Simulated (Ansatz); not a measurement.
**Two-coordinate energy map**

CuH3O2 (SMILES [OH][Cu-][OH2+]), closed shell, PBE0-D4/def2-TZVP minimum:

```tsv
atom	x (Å)	y (Å)	z (Å)
O1	-1.9060	-1.0652	-0.5093
Cu2	-0.3390	-0.3738	-0.0442
O3	1.4056	0.2572	0.5172
H4	-2.4515	-0.4087	-0.9479
H5	1.9645	0.5447	-0.2118
H6	1.3684	0.9818	1.1498
```

Rows set the bond length O3–H6 (Å; 0.963 at the minimum), columns the bond length O1–Cu2 (Å; 1.775), set in this order; the parts move rigidly, in a bend the first-named atom's side turns in the plane, and in a torsion the whole end group turns. CCSD(T) energies count from the value at that structure, in eV. Ansatz 0.2.0; basis: def2-TZVPP; cores frozen in the correlated methods. Filled d shells of the heavier atoms are correlated.

| O3–H6 \ O1–Cu2 | 1.597 | 1.685 | 1.814 | 1.964 | 2.130 |
| --- | --- | --- | --- | --- | --- |
| 0.828 | 1.099 | 0.740 | 0.651 | 0.893 | 1.340 |
| 0.898 | ? | 0.221 | 0.132 | ? | 0.820 |
| 1.000 | 0.498 | 0.138 | 0.049 | 0.290 | 0.736 |
| 1.119 | 0.925 | 0.565 | ? | 0.716 | 1.162 |
| 1.251 | 1.665 | 1.305 | 1.217 | ? | 1.901 |

Fill in the withheld cells. (To be estimated.)

The calculation gives: (0.898, 1.597): 0.580; (0.898, 1.964): 0.373; (1.119, 1.814): 0.477; (1.251, 1.964): 1.456 eV. These count from the CCSD(T) energy at the PBE0-D4 minimum.

The same grid for a cheaper method: MP2 − CCSD(T), both counted from the minimum, in eV:
```json
{"O3–H6 \\ O1–Cu2": "0.828", "1.597": "-0.132", "1.685": "-0.063", "1.814": "0.035", "1.964": "0.130", "2.130": "0.212"}
{"O3–H6 \\ O1–Cu2": "0.898", "1.597": "-0.136", "1.685": "-0.067", "1.814": "0.031", "1.964": "0.127", "2.130": "0.209"}
{"O3–H6 \\ O1–Cu2": "1.000", "1.597": "-0.139", "1.685": "-0.070", "1.814": "0.028", "1.964": "0.124", "2.130": "0.206"}
{"O3–H6 \\ O1–Cu2": "1.119", "1.597": "-0.138", "1.685": "-0.069", "1.814": "0.029", "1.964": "0.125", "2.130": "0.207"}
{"O3–H6 \\ O1–Cu2": "1.251", "1.597": "-0.129", "1.685": "-0.060", "1.814": "0.038", "1.964": "0.134", "2.130": "0.216"}
```

The T1 diagnostic stays at or below 0.030. The T1 diagnostic is large here, which may signal multireference character or strong orbital relaxation, so CCSD(T) is less sure. This choice of frozen cores biases the correlated bond energies of the heavy atoms.

For scale, one of the runs: CCSD(T)/def2-TZVPP, 168 basis functions (an equivalent command: `ansatz run in.yaml --threads 4`). Time: 44 s of wall clock on 4 CPU threads; the host was shared. Peak host memory: 1.7 GiB.
